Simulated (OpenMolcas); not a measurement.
Ti3+ with its 6 nearest oxide ions at 2.069 Å, on the Mg site of MgO (a = 4.2112 Å, distance in the model lattice 2.106 Å). The rest of the host is ab initio model potentials to 7.6 Å, with orthogonalisation functions on the cations behind the ligands, and point charges beyond; the distance is set by hand and nothing relaxes, and no local charge compensation is placed. Ligand basis ANO-RCC-VDZP.
```
Ti    0.0000    0.0000    0.0000
O     2.0690    0.0000    0.0000
O     0.0000    2.0690    0.0000
O    -2.0690    0.0000    0.0000
O     0.0000   -2.0690    0.0000
O     0.0000    0.0000    2.0690
O     0.0000    0.0000   -2.0690
```

| Property | Result |
| --- | --- |
| Program | OpenMolcas 26.06 |
| Method | SS-CASPT2, IPEA 0.25 Eh, imaginary shift 0.1 Eh (closed shells correlated: 3s 3p and the ligand valence shells) |
| Basis | ANO-RCC-VDZP [5s4p2d1f] |
| Scalar Hamiltonian | DKH2, point nucleus |
| Active space | 1 electron in 5 orbitals (3d) |
| State averaging | 2S+1 = 2 even, 5 roots |
| Spin-orbit coupling | RASSI with atomic mean-field integrals over the reference wave functions |

Problem. What is the spin-free ground state (labels of O, the rotations of Oh)?

Solution. 2T2, 3-fold in its orbital part; it has the highest spin that d1 allows.

Problem. Where is the first state of the same spin?

Solution. 2E at 21100 cm-1 above the ground state.

Problem. What are the lowest two levels with spin-orbit coupling?

Solution. A 4-fold level Γ8, then a 2-fold level Γ7 200 cm-1 above it. Their leading multiplicities are 2 (100 %) and 2 (100 %).

Problem. What is χT at 300 K, and how does it compare with the textbook value?

Solution. The lowest level has 2S+1 = 2, for which the spin-only value is χT = S(S+1) / 2 = 0.375 cm3 K/mol (g = 2). The computed 0.450 at 300 K differs by +0.075, through orbital momentum, spin-orbit coupling and any other state in reach. With a threefold ground state the orbital momentum is unquenched, so the spin-only value is not expected to hold.

Problem. Which ligand-field parameters describe the states?

Solution. The gap between the two states is 10Dq = 21124 cm-1. 

Over all roots computed the reference weight is 0.72; a low but even weight reflects the number of correlated electrons. An orbital triplet at a regular site is open to Jahn-Teller coupling, which can distort the site and quench the lowest spin-orbit gaps and is left out. Ligand-to-metal charge-transfer states are missing. With one d shell and no ligand orbital active, 10Dq can be off by a tenth or more. No measured value stands beside these numbers; the geometry was set by hand and not optimised.
